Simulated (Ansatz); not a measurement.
`[SiH3][GeH2][Cl]` + `N=CCl` → `[SiH3]/N=C/Cl` + `[Cl][GeH3]` at 700 K and 1 bar (cleavage of the Si–Ge bond).

Isolated molecules relaxed with PBE0-D4/def2-TZVP in Ansatz; ΔE leaves out vibrations. CBS: MP2 limit from def2 TZ/QZ plus the TZ coupled-cluster correction, frozen cores. This one scheme is used for every species. For Ge outer-core shells are correlated without core-valence functions, which leaves a few kJ/mol of doubt a bond. Scalar relativity is left out up to krypton. Each species was taken in one conformer, which may not be the lowest.

```tsv
species	CCSD(T)/CBS energy (Eh)	H − E (kJ/mol)	S (J/(mol·K))
`[SiH3][GeH2][Cl]`	-2828.00643	176.5	436.1
`N=CCl`	-553.70684	119.5	311.8
`[SiH3]/N=C/Cl`	-844.00397	184.5	409.0
`[Cl][GeH3]`	-2537.71925	104.5	321.9
```

H − E and S are ideal-gas, rigid-rotor, harmonic terms from PBE0-D4/def2-TZVP, for one conformer and one mirror image of each species. 1 Eh = 2625.50 kJ/mol, R = 8.31446 J/(mol·K).

By hand: ΔE, ΔH, ΔS and ΔG.

ΔE = (-844.00397) + (-2537.71925) − (-2828.00643) − (-553.70684) = -0.00995 Eh = -26.1 kJ/mol. Δ(H − E) = 184.5 + 104.5 − 176.5 − 119.5 = -7.0, so ΔH = -33.1 kJ/mol. ΔS = 409.0 + 321.9 − 436.1 − 311.8 = -17.0 J/(mol·K). ΔG = -33.1 − 700 × (-17.0)/1000 = -21.2 kJ/mol.

By hand: the equilibrium constant, and the temperature at which ΔG would vanish if ΔH and ΔS stayed fixed.

log₁₀ K = −ΔG/(RT ln 10) = 1.6. ΔG = 0 at ΔH/ΔS = 1947 K, though so small a ΔS makes that figure unsure.

TΔS isn't small against ΔH here. A doubt of 5 kJ/mol in ΔE shifts log₁₀ K by 0.4 here. Other conformers and mirror images would add mixing entropy, several J/(mol·K) or more a flexible species. These are equilibria of isolated gas molecules and say nothing of rates. Largest T1 diagnostic: 0.013 (customary marks: 0.02 for closed shells, 0.045 for open ones).
